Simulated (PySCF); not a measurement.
C3H4BFO3.
Z-matrix (Å and degrees, CAM-B3LYP/def2-SV(P) geometry), rows numbered from 1:
```
O 
B   1  1.3922
O   2  1.6084  1  107.52
C   3  1.2424  2  120.56  1    85.53
F   4  1.3097  3  116.21  2  -167.22
C   4  1.3991  3  125.27  2    15.26
C   6  1.3820  4  115.21  3     3.99
O   7  1.2748  6  124.41  4    -5.22
H   1  0.9647  2  112.19  3   102.85
H   2  1.2168  1  119.80  3  -120.47
H   6  1.0873  4  121.56  3   178.33
H   7  1.0993  6  120.55  4   172.65
```

Level of theory: PySCF 2.14.0, CAM-B3LYP/def2-SV(P) geometry optimisation, gas phase.

Take the most abundant isotopes and a rigid rotor. The values belong to one conformer with, in the numbering `[OH:1][B@H-:2]1[O:3][C:4]([F:5])=[CH:6][CH:7]=[O+:8]1`, H–O1–B2–O3 103°, O1–B2–O3–C4 86°, B2–O3–C4–F5 -167°, C4–C6–C7–O8 -5°, O1–B2–O8–C7 -85°.

Task: What are A, B and C (GHz)?

Result: Ia = 144.51, Ib = 262.88, Ic = 359.38 u·Å²; 505379 MHz·u·Å²/I gives 3497, 1922 and 1406 MHz, that is A = 3.4973, B = 1.9225, C = 1.4062 GHz.

Task: Classify the top.

Result: An asymmetric top; Ray's κ = -0.506.

Task: What does the inertial defect say?

Result: Not planar: Δ = Ic − Ia − Ib = -48.00 u·Å². For a rigid frame Δ = −2 Σ m c², so Σ m c² = 24.00 u·Å² lies off the ab plane: 3.37 from hydrogen and 20.64 from heavier atoms. The atom farthest from that plane is 1.48 Å away.

Task: Give the other two planar moments, Paa and Pbb, and the rms extents of the mass along the axes.

Result: Paa = Σ m a² = (Ib + Ic − Ia)/2 = 238.88 and Pbb = Σ m b² = (Ia + Ic − Ib)/2 = 120.50 u·Å². With the mass M = 118.02 u, the rms extents √(P/M) along a, b and c are 1.42, 1.01, 0.45 Å.

Task: Predict some low-J microwave lines.

Result: The dipole components are |μa| = 1.14 D, |μb| = 1.81 D, |μc| = 0.54 D. Intensities carry the squares of the components, which stand as 0.40 : 1.00 : 0.09 (a : b : c). Some lines, for components of 0.1 D or more:

```tsv
type	branch	J(Ka,Kc)	MHz	lower level (cm⁻¹)
c	Q	2(1,2) ← 2(0,2)	1166	0.330
a	Q	2(1,1) ← 2(1,2)	1549	0.368
c	Q	1(1,1) ← 1(0,1)	1575	0.111
b	Q	1(1,0) ← 1(0,1)	2091	0.111
b	Q	2(1,1) ← 2(0,2)	2715	0.330
a	R	1(0,1) ← 0(0,0)	3329	0.000
b	Q	2(2,0) ← 2(1,1)	4832	0.420
b	R	1(1,1) ← 0(0,0)	4904	0.000
c	R	1(1,0) ← 0(0,0)	5420	0.000
b	Q	2(2,1) ← 2(1,2)	6273	0.368
a	R	2(0,2) ← 1(0,1)	6550	0.111
b	R	2(1,2) ← 1(0,1)	7716	0.111
c	R	2(1,1) ← 1(0,1)	9265	0.111
b	R	2(2,1) ← 1(1,0)	11898	0.181
b	R	2(2,0) ← 1(1,1)	12522	0.164
```

Not checked by CAM-B3LYP/def2-SV(P) frequencies. No vibrational averaging or centrifugal distortion is included, and the geometry carries the error of its method. Quadrupole hyperfine structure (11B) is left out.
